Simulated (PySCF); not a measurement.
A geometry optimisation, step by step.

Species: C₄H₄N₂Si.
Atom-mapped SMILES: `[CH:1]#[C:2][Si@H:3]([C:4]#[N:5])[N:6]=[CH2:7]` (hydrogens: H8 on C1; H9 on Si3; H10, H11 on C7)

Method: PySCF, PBE0-D3(BJ)/def2-SVP geometry optimisation, gas phase; density fitting, grid level 1; the optimiser is geomeTRIC in internal coordinates, started from a GFN2-xTB structure with every atom displaced at random (about 0.01 Å). The frame can shift and turn from step to step; on so coarse a grid that alone can change the energy by a few meV, and forces under 0.02 eV/Å are noise.

Step 0: E = -15048.2674 eV, largest atomic force 6.767 eV/Å
```
atom  x, y, z in Å  |  force x, y, z in eV/Å
C1     -1.184   -2.298    0.825    0.079   0.192  -0.099
C2     -0.376   -1.508    0.419    1.401   1.444  -0.850
Si3     0.828   -0.266   -0.232    0.147   0.332   1.321
C4      1.833    0.316    1.276   -3.423  -2.084  -5.453
N5      2.391    0.630    2.193    3.030   1.719   4.891
N6      0.266    1.220   -0.891    1.895  -0.883   0.317
C7     -0.837    1.716   -1.117   -2.072   0.290  -0.066
H8     -1.902   -2.953    1.173   -1.300  -1.296   0.677
H9      1.738   -0.819   -1.213    0.370  -0.428  -0.383
H10    -0.904    2.706   -1.552   -0.138   0.747  -0.341
H11    -1.814    1.231   -0.895    0.011  -0.033  -0.016
```

Step 1: E = -15048.5440 eV, largest atomic force 0.714 eV/Å
```
atom  x, y, z in Å  |  force x, y, z in eV/Å
C1     -1.255   -2.181    0.709   -0.429  -0.224   0.107
C2     -0.417   -1.396    0.311    0.255   0.015   0.019
Si3     0.899   -0.236   -0.210   -0.175  -0.067   0.071
C4      1.845    0.202    1.335    0.267   0.311   0.472
N5      2.409    0.515    2.304   -0.315  -0.255  -0.588
N6      0.322    1.253   -0.872    0.046   0.254  -0.096
C7     -0.839    1.700   -1.091    0.278  -0.111   0.060
H8     -2.019   -2.862    1.063    0.195   0.137  -0.089
H9      1.830   -0.881   -1.166   -0.015   0.046   0.004
H10    -0.964    2.707   -1.533   -0.037  -0.045   0.020
H11    -1.774    1.151   -0.867   -0.069  -0.060   0.021
```

Step 2: E = -15048.5589 eV, largest atomic force 0.358 eV/Å
```
atom  x, y, z in Å  |  force x, y, z in eV/Å
C1     -1.277   -2.162    0.697   -0.068   0.070  -0.053
C2     -0.421   -1.386    0.314    0.085  -0.061   0.063
Si3     0.901   -0.228   -0.205   -0.089  -0.146   0.035
C4      1.852    0.213    1.329    0.050   0.128   0.121
N5      2.424    0.516    2.292   -0.049  -0.088  -0.125
N6      0.344    1.266   -0.870    0.165   0.301  -0.102
C7     -0.826    1.683   -1.079   -0.161  -0.217   0.068
H8     -2.045   -2.836    1.034    0.022  -0.011  -0.004
H9      1.830   -0.870   -1.163    0.003  -0.005  -0.007
H10    -1.007    2.681   -1.518    0.083   0.011   0.003
H11    -1.739    1.095   -0.847   -0.039   0.019   0.001
```

Step 3: E = -15048.5631 eV, largest atomic force 0.486 eV/Å
```
atom  x, y, z in Å  |  force x, y, z in eV/Å
C1     -1.304   -2.129    0.674    0.245   0.277  -0.160
C2     -0.419   -1.371    0.317   -0.066  -0.097   0.085
Si3     0.907   -0.216   -0.199    0.052  -0.194   0.004
C4      1.866    0.233    1.323   -0.221  -0.099  -0.312
N5      2.454    0.519    2.276    0.262   0.099   0.398
N6      0.361    1.283   -0.867    0.185  -0.070   0.047
C7     -0.831    1.639   -1.055   -0.257   0.204  -0.097
H8     -2.084   -2.795    0.984   -0.143  -0.135   0.068
H9      1.832   -0.855   -1.161    0.019  -0.046  -0.005
H10    -1.018    2.635   -1.493   -0.181   0.015  -0.015
H11    -1.729    1.027   -0.814    0.106   0.048  -0.012
```

Step 4: E = -15048.5712 eV, largest atomic force 0.299 eV/Å
```
atom  x, y, z in Å  |  force x, y, z in eV/Å
C1     -1.312   -2.105    0.659    0.070   0.107  -0.078
C2     -0.414   -1.359    0.314   -0.007  -0.035   0.052
Si3     0.918   -0.213   -0.197    0.056  -0.052  -0.009
C4      1.879    0.231    1.328   -0.155  -0.067  -0.224
N5      2.471    0.507    2.283    0.163   0.055   0.244
N6      0.368    1.290   -0.868    0.059   0.034  -0.018
C7     -0.832    1.631   -1.052   -0.174  -0.011   0.011
H8     -2.103   -2.766    0.962   -0.058  -0.055   0.031
H9      1.842   -0.861   -1.157    0.006  -0.013   0.008
H10    -1.070    2.617   -1.492    0.014   0.014  -0.006
H11    -1.710    0.999   -0.796    0.027   0.023  -0.011
```

Step 5: E = -15048.5732 eV, largest atomic force 0.065 eV/Å
```
atom  x, y, z in Å  |  force x, y, z in eV/Å
C1     -1.319   -2.086    0.647   -0.019   0.019  -0.031
C2     -0.409   -1.351    0.313    0.019  -0.018   0.033
Si3     0.928   -0.210   -0.197    0.018   0.015  -0.015
C4      1.891    0.229    1.330   -0.040  -0.011  -0.051
N5      2.488    0.495    2.287    0.039   0.003   0.050
N6      0.367    1.294   -0.866   -0.012   0.011  -0.005
C7     -0.840    1.621   -1.045   -0.031  -0.028  -0.009
H8     -2.120   -2.741    0.944   -0.002  -0.004   0.007
H9      1.851   -0.861   -1.155    0.002   0.002   0.004
H10    -1.092    2.603   -1.486    0.025   0.007   0.009
H11    -1.708    0.978   -0.787    0.000   0.004   0.009
```

Step 6: E = -15048.5738 eV, largest atomic force 0.054 eV/Å
```
atom  x, y, z in Å  |  force x, y, z in eV/Å
C1     -1.328   -2.067    0.633   -0.038  -0.010  -0.009
C2     -0.404   -1.344    0.311    0.026  -0.011   0.018
Si3     0.937   -0.207   -0.196   -0.002   0.034  -0.018
C4      1.901    0.228    1.330    0.017   0.010   0.031
N5      2.505    0.484    2.287   -0.019  -0.015  -0.037
N6      0.366    1.297   -0.866   -0.037  -0.029  -0.003
C7     -0.847    1.608   -1.038    0.034   0.020   0.037
H8     -2.139   -2.714    0.922    0.014   0.011  -0.002
H9      1.860   -0.858   -1.154    0.001   0.005   0.000
H10    -1.110    2.589   -1.474    0.011  -0.006  -0.009
H11    -1.705    0.956   -0.771   -0.006  -0.010  -0.007
```

Step 7: E = -15048.5740 eV, largest atomic force 0.058 eV/Å
```
atom  x, y, z in Å  |  force x, y, z in eV/Å
C1     -1.332   -2.060    0.626   -0.028  -0.008  -0.003
C2     -0.401   -1.343    0.311    0.024  -0.011   0.008
Si3     0.940   -0.206   -0.196   -0.013   0.029  -0.007
C4      1.907    0.225    1.330    0.028   0.012   0.044
N5      2.514    0.475    2.286   -0.029  -0.014  -0.048
N6      0.364    1.298   -0.862   -0.028  -0.031   0.015
C7     -0.850    1.606   -1.030    0.045   0.007  -0.027
H8     -2.148   -2.703    0.912    0.011   0.009  -0.003
H9      1.863   -0.854   -1.156   -0.002   0.005  -0.003
H10    -1.114    2.584   -1.471   -0.005   0.003   0.013
H11    -1.706    0.950   -0.767   -0.004   0.000   0.011
```

Step 8: E = -15048.5743 eV, largest atomic force 0.036 eV/Å
```
atom  x, y, z in Å  |  force x, y, z in eV/Å
C1     -1.334   -2.060    0.623   -0.013   0.002  -0.002
C2     -0.399   -1.346    0.311    0.016  -0.011   0.003
Si3     0.940   -0.207   -0.197   -0.016   0.010  -0.004
C4      1.909    0.221    1.329    0.019   0.009   0.028
N5      2.518    0.469    2.284   -0.018  -0.009  -0.030
N6      0.362    1.295   -0.860   -0.009  -0.018   0.013
C7     -0.850    1.608   -1.027    0.029   0.009  -0.015
H8     -2.153   -2.699    0.906    0.004   0.002  -0.003
H9      1.863   -0.852   -1.159   -0.002   0.002  -0.004
H10    -1.111    2.589   -1.464   -0.010   0.002   0.007
H11    -1.709    0.954   -0.763   -0.001   0.002   0.007
```

Step 9: E = -15048.5744 eV, largest atomic force 0.025 eV/Å
```
atom  x, y, z in Å  |  force x, y, z in eV/Å
C1     -1.340   -2.059    0.612    0.010   0.011   0.003
C2     -0.396   -1.353    0.310   -0.002  -0.004  -0.008
Si3     0.941   -0.211   -0.198   -0.003  -0.014   0.005
C4      1.914    0.214    1.325   -0.008  -0.008  -0.019
N5      2.527    0.457    2.278    0.012   0.007   0.021
N6      0.361    1.293   -0.854    0.015   0.008   0.000
C7     -0.849    1.613   -1.016   -0.014   0.003   0.004
H8     -2.165   -2.692    0.892   -0.007  -0.007  -0.002
H9      1.862   -0.850   -1.166   -0.003  -0.003  -0.003
H10    -1.107    2.597   -1.448   -0.004   0.002   0.001
H11    -1.710    0.963   -0.750    0.003   0.004  -0.001
```

Question: Summarise the path.

Answer: The energy falls by 0.3071 eV from step 0 to step 9; nine tenths of that is first reached at step 1. It falls at every step. The largest force goes from 6.767 to 0.025 eV/Å. Among the bonds Si3–C4 changes most, from 1.904 to 1.857 Å; the atoms move by 0.232 Å rms after alignment.

What follows is the cost of the whole optimisation. On Arm Neoverse V1, one thread, shared host, this took 60 s wall and 0.51 GiB of memory at its peak.
